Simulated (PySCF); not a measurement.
Run record: geometry optimisation, `F[SiH2][C@@]1(Br)C=C1F`.

Method: PBE0-D3(BJ)/def2-SVP geometry optimisation, gas phase (PySCF 2.14.0). Start geometry: GFN2-xTB. The command runs a driver script over a list of jobs; the input below is this job's line of settings and its coordinates in Å.

Command:
```bash
OMP_NUM_THREADS=1 python probes_run.py task.json out
```

Input:
```
{"job": {"xc": "PBE0", "basis": "def2-SVP", "d3": "d3bj", "grid": 1, "shake": 0.01, "kind": "geom"}, "charge": 0, "multiplicity": 1}
F     -1.039840     0.213940     1.960830
Si    -1.482780     0.117470     0.404680
C      0.165840    -0.025190    -0.499530
Br    -0.105460    -0.125330    -2.487450
C      1.493910     0.589730    -0.065390
C      1.392340    -0.692420     0.008870
F      1.929770    -1.863930     0.290210
H     -2.216170    -1.101920     0.254390
H     -2.131830     1.370360     0.065520
H      2.044640     1.496350     0.046810
```

Output:
```
step   0  E = -3178.02869236  max force = 0.027210
step   1  E = -3178.03436673  max force = 0.004133
step   2  E = -3178.03443345  max force = 0.001450
step   3  E = -3178.03445431  max force = 0.000481
step   4  E = -3178.03445946  max force = 0.000530
step   5  E = -3178.03446616  max force = 0.000385
optimisation converged
```

Energies in Eh; «max force» is the largest Cartesian gradient component in Eh/bohr.

How much energy does the optimisation release, in kJ/mol?

E(step 0) − E(last step) = 0.005774 Eh, which is 15.2 kJ/mol.

Give the first gradient maximum in eV/Å.

With 1 Eh/bohr = 51.422 eV/Å, 1.399 eV/Å.

Summary of the converged run: final energy -3178.03447 Eh after 5 steps; dipole 1.57 D.

The run took 81 s of wall time on an Arm Neoverse N1 with one thread, shared host with 64 logical CPUs at a one-minute load of 46, and the process peaked at 0.53 GiB of memory.
Labels such as C1 count atoms from 1, the log's own numbers from 0.
